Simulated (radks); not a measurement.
The oxygen anion O-, [He] 2s2 2p5, held by a Watson sphere: a shell of charge +1 at radius R that stands for the Madelung well of a crystal (potential energy -1/R inside, -1/r outside, in hartree with lengths in bohr). All-electron calculation, non-relativistic Kohn-Sham, r2SCAN, spin-unpolarised, spherical densities, point nucleus; meta-GGA in the generalised Kohn-Sham scheme. Program: a radial shooting solver on a logarithmic mesh with Libxc functionals.

| R (bohr) | e(1s) (eV) | e(2s) (eV) | e(2p) (eV) | <r> 2p (bohr) | sum of <r^2> (bohr^2) | X-ray form factor at sin(theta)/lambda = 0.3 1/angstrom |
|---|---|---|---|---|---|---|
| 2.71 | -515.09 | -22.091 | -6.640 | 1.440 | 17.78 | 4.083 |
| 2.93 | -514.78 | -21.642 | -6.211 | 1.454 | 18.18 | 4.078 |
| 3.26 | -514.32 | -21.044 | -5.630 | 1.472 | 18.70 | 4.074 |
| 3.69 | -513.77 | -20.380 | -4.974 | 1.491 | 19.28 | 4.072 |
| 3.79 | -513.65 | -20.241 | -4.836 | 1.494 | 19.40 | 4.072 |

Estimate the row for R = 3.92 bohr.

Answer. e(1s) (eV) -513.50; e(2s) (eV) -20.069; e(2p) (eV) -4.664; <r> 2p (bohr) 1.499; sum of <r^2> (bohr^2) 19.55; X-ray form factor at sin(theta)/lambda = 0.3 1/angstrom 4.072.
